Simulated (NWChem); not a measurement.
System: bromine (Br$_{2}$); SMILES BrBr

Input file for NWChem:

```
start job
memory heap 200 mb stack 900 mb global 1100 mb
geometry units angstroms
  Br     0.000000     0.000000     1.149184
  Br     0.000000     0.000000    -1.149184
end
basis spherical
  * library 3-21g
end
dft
  xc hfexch
  iterations 150
end
driver
  maxiter 120
end
task dft optimize
task dft freq
```

NWChem printed, in part:

```
             Northwest Computational Chemistry Package (NWChem) 7.3.0
             --------------------------------------------------------

 ORDER OF PRIMARY AXIS IS BEING SET TO 4
 D4H symmetry detected

                             Geometry "geometry" -> ""
                             -------------------------

 Output coordinates in angstroms (scale by  1.889725989 to convert to a.u.)

  No.       Tag          Charge          X              Y              Z
 ---- ---------------- ---------- -------------- -------------- --------------
    1 Br                  35.0000     0.00000000     0.00000000     1.14918400
    2 Br                  35.0000     0.00000000     0.00000000    -1.14918400

 Effective nuclear repulsion energy (a.u.)     282.0445333492

      Symmetry information
      --------------------

 Group name             D4h
 Group number             28
 Group order              16
 No. of unique centers     1

                                Z-matrix (autoz)
                                --------

 Units are Angstrom for bonds and degrees for angles

      Type          Name      I     J     K     L     M      Value
      ----------- --------  ----- ----- ----- ----- ----- ----------
    1 Stretch                  1     2                       2.29837

  xc_inp: hfexch multiplicative factor not found.

                           NWChem Geometry Optimization
                           ----------------------------

 maximum gradient threshold         (gmax) =   0.000450
 rms gradient threshold             (grms) =   0.000300
 maximum cartesian step threshold   (xmax) =   0.001800
 rms cartesian step threshold       (xrms) =   0.001200
 fixed trust radius                (trust) =   0.300000
 source of zmatrix                         =   autoz

          -------------------
          Energy Minimization
          -------------------

 Using diagonal initial Hessian
 Scaling for Hessian diagonals: bonds = 1.00  angles = 0.25  torsions = 0.10

          --------
          Step   0

                                 NWChem DFT Module
                                 -----------------

 Summary of "ao basis" -> "ao basis" (spherical)
 ------------------------------------------------------------------------------
       Tag                 Description            Shells   Functions and Types
 ---------------- ------------------------------  ------  ---------------------
 Br                          3-21g                  10       22   5s4p1d

      Symmetry analysis of basis
      --------------------------

        a1g        10
        a1u         0
        a2g         0
        a2u        10
        b1g         1
        b1u         1
        b2g         1
        b2u         1
        eg         10
        eu         10

            General Information
            -------------------
          SCF calculation type: DFT
          Wavefunction type:  closed shell.
          No. of atoms     :     2
          No. of electrons :    70
           Alpha electrons :    35
            Beta electrons :    35
          Charge           :     0
          Spin multiplicity:     1
          Use of symmetry is: on ; symmetry adaption is: on
          Maximum number of iterations: 150
          AO basis - number of functions:    44
                     number of shells:    20
          Convergence on energy requested:  1.00D-06
          Convergence on density requested:  1.00D-05
          Convergence on gradient requested:  5.00D-04

              XC Information
              --------------
                     Hartree-Fock (Exact) Exchange  1.000

      Superposition of Atomic Density Guess
      -------------------------------------

 Sum of atomic energies:       -5120.08510797

      Non-variational initial energy
      ------------------------------

 Total energy =   -5120.172181
 1-e energy   =   -7704.107768
 2-e energy   =    2301.891054
 HOMO         =      -0.307055
 LUMO         =      -0.097493

      Symmetry analysis of molecular orbitals - initial
      -------------------------------------------------

 !! scf_movecs_sym_adapt:    4 vectors were symmetry contaminated

  Symmetry fudging

 !! scf_movecs_sym_adapt:    4 vectors were symmetry contaminated

  Numbering of irreducible representations:

     1 a1g         2 a1u         3 a2g         4 a2u         5 b1g
     6 b1u         7 b2g         8 b2u         9 eg         10 eu

  Orbital symmetries:

     1 a1g         2 a2u         3 a2u         4 a1g         5 a1g
     6 a2u         7 eg          8 eg          9 eu         10 eu
    11 a1g        12 a2u        13 a1g        14 a2u        15 eu
    16 eu         17 eg         18 eg         19 a2u        20 a1g
    21 eu         22 eu         23 eg         24 eg         25 b1g
    26 b2g        27 b2u        28 b1u        29 a1g        30 a2u
    31 a1g        32 eu         33 eu         34 eg         35 eg
    36 a2u        37 a1g        38 a2u        39 eu         40 eu
    41 eg         42 eg         43 a2u        44 a1g

 !! scf_movecs_sym_adapt:    4 vectors were symmetry contaminated

  Symmetry fudging

 !! scf_movecs_sym_adapt:    4 vectors were symmetry contaminated

   convergence    iter        energy       DeltaE   RMS-Dens  Diis-err
 ---------------- ----- ----------------- --------- --------- ---------
 d= 0,ls=0.0,diis     1  -5120.0630825895 -5.40D+03  5.96D-03  3.90D-02

 !! scf_movecs_sym_adapt:    4 vectors were symmetry contaminated

  Symmetry fudging

 !! scf_movecs_sym_adapt:    4 vectors were symmetry contaminated

 d= 0,ls=0.0,diis     2  -5120.0713523444 -8.27D-03  1.03D-03  1.14D-03

 !! scf_movecs_sym_adapt:    4 vectors were symmetry contaminated

  Symmetry fudging

 !! scf_movecs_sym_adapt:    4 vectors were symmetry contaminated

 d= 0,ls=0.0,diis     3  -5120.0715583722 -2.06D-04  1.75D-04  3.32D-05

 !! scf_movecs_sym_adapt:    4 vectors were symmetry contaminated

  Symmetry fudging

 !! scf_movecs_sym_adapt:    4 vectors were symmetry contaminated

 d= 0,ls=0.0,diis     4  -5120.0715666224 -8.25D-06  2.23D-05  4.58D-07

 !! scf_movecs_sym_adapt:    4 vectors were symmetry contaminated

  Symmetry fudging

 !! scf_movecs_sym_adapt:    2 vectors were symmetry contaminated

 d= 0,ls=0.0,diis     5  -5120.0715667243 -1.02D-07  1.72D-06  2.20D-09

         Total DFT energy =    -5120.071566724291
      One electron energy =    -7702.156099936740
           Coulomb energy =     2479.419802945000
    Exchange-Corr. energy =     -179.379803081706
 Nuclear repulsion energy =      282.044533349155

 Numeric. integr. density =        0.000000000000

                  Occupations of the irreducible representations
                  ----------------------------------------------

                     irrep           alpha         beta
                     --------     --------     --------
                     a1g               8.0          8.0
                     a1u               0.0          0.0
                     a2g               0.0          0.0
                     a2u               7.0          7.0
                     b1g               1.0          1.0
                     b1u               1.0          1.0
                     b2g               1.0          1.0
                     b2u               1.0          1.0
                     eg                8.0          8.0
                     eu                8.0          8.0

                       DFT Final Molecular Orbital Analysis
                       ------------------------------------

 Vector   33  Occ=2.000000D+00  E=-4.989370D-01  Symmetry=eu
              MO Center=  2.5D-22,  2.4D-22, -1.6D-14, r^2= 2.6D+00
   Bfn.  Coefficient  Atom+Function         Bfn.  Coefficient  Atom+Function
  ----- ------------  ---------------      ----- ------------  ---------------
    15      0.285911  1 Br px                37      0.285911  2 Br px
    16      0.284155  1 Br py                38      0.284155  2 Br py
    11      0.253954  1 Br px                33      0.253954  2 Br px
    12      0.252393  1 Br py                34      0.252393  2 Br py
     7     -0.170806  1 Br px                29     -0.170806  2 Br px

 Vector   34  Occ=2.000000D+00  E=-4.011015D-01  Symmetry=eg
              MO Center=  7.8D-24, -5.1D-22,  1.7D-14, r^2= 2.9D+00
   Bfn.  Coefficient  Atom+Function         Bfn.  Coefficient  Atom+Function
  ----- ------------  ---------------      ----- ------------  ---------------
    16      0.463567  1 Br py                38     -0.463567  2 Br py
    12      0.394637  1 Br py                34     -0.394637  2 Br py
     8     -0.259901  1 Br py                30      0.259901  2 Br py
     4      0.083214  1 Br py                26     -0.083214  2 Br py

 Vector   35  Occ=2.000000D+00  E=-4.011015D-01  Symmetry=eg
              MO Center= -1.7D-17, -2.6D-19, -1.6D-15, r^2= 2.9D+00
   Bfn.  Coefficient  Atom+Function         Bfn.  Coefficient  Atom+Function
  ----- ------------  ---------------      ----- ------------  ---------------
    15      0.463567  1 Br px                37     -0.463567  2 Br px
    11      0.394637  1 Br px                33     -0.394637  2 Br px
     7     -0.259901  1 Br px                29      0.259901  2 Br px
     3      0.083214  1 Br px                25     -0.083214  2 Br px

 Vector   36  Occ=0.000000D+00  E= 4.742445D-03  Symmetry=a2u
              MO Center=  2.6D-19,  1.1D-19, -2.6D-16, r^2= 3.3D+00
   Bfn.  Coefficient  Atom+Function         Bfn.  Coefficient  Atom+Function
  ----- ------------  ---------------      ----- ------------  ---------------
    17      0.756900  1 Br pz                39      0.756900  2 Br pz
    13      0.349673  1 Br pz                35      0.349673  2 Br pz
    14     -0.326909  1 Br s                 36      0.326909  2 Br s
     9     -0.251658  1 Br pz                31     -0.251658  2 Br pz
     6      0.090860  1 Br s                 28     -0.090860  2 Br s

[...]

      ----------------------
      Optimization converged
      ----------------------

  Step       Energy      Delta E   Gmax     Grms     Xrms     Xmax
  ---- ---------------- -------- -------- -------- -------- --------
@    3   -5120.07838746 -2.6D-08  0.00000  0.00000  0.00016  0.00028
                                     ok       ok       ok       ok

                                Z-matrix (autoz)
                                --------

 Units are Angstrom for bonds and degrees for angles

      Type          Name      I     J     K     L     M      Value     Gradient
      ----------- --------  ----- ----- ----- ----- ----- ---------- ----------
    1 Stretch                  1     2                       2.44307   -0.00000

                         Geometry "geometry" -> "geometry"
                         ---------------------------------

 Output coordinates in angstroms (scale by  1.889725989 to convert to a.u.)

  No.       Tag          Charge          X              Y              Z
 ---- ---------------- ---------- -------------- -------------- --------------
    1 Br                  35.0000     0.00000000     0.00000000     1.22153257
    2 Br                  35.0000     0.00000000     0.00000000    -1.22153257

 Effective nuclear repulsion energy (a.u.)     265.3396832708

      Symmetry information
      --------------------

 Group name             D4h
 Group number             28
 Group order              16
 No. of unique centers     1

                Final and change from initial internal coordinates
                --------------------------------------------------

                                Z-matrix (autoz)
                                --------

 Units are Angstrom for bonds and degrees for angles

      Type          Name      I     J     K     L     M      Value       Change
      ----------- --------  ----- ----- ----- ----- ----- ---------- ----------
    1 Stretch                  1     2                       2.44307    0.14470

 ==============================================================================
                                internuclear distances
 ------------------------------------------------------------------------------
       center one      |      center two      | atomic units |  angstroms
 ------------------------------------------------------------------------------
    2 Br               |   1 Br               |     4.61672  |     2.44307
 ------------------------------------------------------------------------------
                         number of included internuclear distances:          1
 ==============================================================================

[second-derivative integrals and response iterations left out]

  Vibrational analysis via the FX method

  See chapter 2 in "Molecular Vibrations" by Wilson, Decius and Cross

  Vib: Default input used

 ---------------------------- Atom information ----------------------------
     atom    #        X              Y              Z            mass
 --------------------------------------------------------------------------
    Br       1  0.0000000D+00  0.0000000D+00  2.3083618D+00  7.9916500D+01
    Br       2  0.0000000D+00  0.0000000D+00 -2.3083618D+00  7.9916500D+01
 --------------------------------------------------------------------------

[unprojected Hessian and modes left out]

        Vibrational analysis via the FX method
  --- with translations and rotations projected out ---
  --- via the Eckart algorithm                      ---
 Dependent rotation vector no.                    3
  found in ECKART; assuming linear geometry
 Projected Nuclear Hessian trans-rot subspace norm:7.7037D-34
                         (should be close to zero!)

[projected Hessian left out]

 Rotational Constants
 --------------------
 A=   0.000000 cm-1  (  0.000000 K)
 B=   0.070684 cm-1  (  0.101697 K)
 C=   0.070684 cm-1  (  0.101697 K)

 Temperature                      =   298.15K
 frequency scaling parameter      =   1.0000

 Linear Molecule

 Zero-Point correction to Energy  =    0.455 kcal/mol  (  0.000725 au)
 Thermal correction to Energy     =    2.185 kcal/mol  (  0.003482 au)
 Thermal correction to Enthalpy   =    2.777 kcal/mol  (  0.004426 au)

 Total Entropy                    =   58.882 cal/mol-K
   - Translational                =   41.097 cal/mol-K (mol. weight = 159.8330)
   - Rotational                   =   16.467 cal/mol-K (symmetry #  =        2)
   - Vibrational                  =    1.317 cal/mol-K

 Cv (constant volume heat capacity) =    6.603 cal/mol-K
   - Translational                  =    2.979 cal/mol-K
   - Rotational                     =    1.986 cal/mol-K
   - Vibrational                    =    1.638 cal/mol-K

[normal modes left out]

 ----------------------------------------------------------------------------
 Normal Eigenvalue ||           Projected Infra Red Intensities
  Mode   [cm**-1]  || [atomic units] [(debye/angs)**2] [(KM/mol)] [arbitrary]
 ------ ---------- || -------------- ----------------- ---------- -----------
    1        0.000 ||    0.000000           0.000         0.000       0.002
    2        0.000 ||    0.000000           0.000         0.000       0.002
    3        0.000 ||    0.000000           0.000         0.000       0.002
    4        0.000 ||    0.000000           0.000         0.000       0.002
    5        0.000 ||    0.000000           0.000         0.000       0.048
    6      318.453 ||    0.000000           0.000         0.000      59.944
 ----------------------------------------------------------------------------
```

Level: Hartree-Fock/3-21G. This build's default masses of Se (78.918 u) and Br (79.917 u) are each other's, which moves their modes by up to 0.6 %.
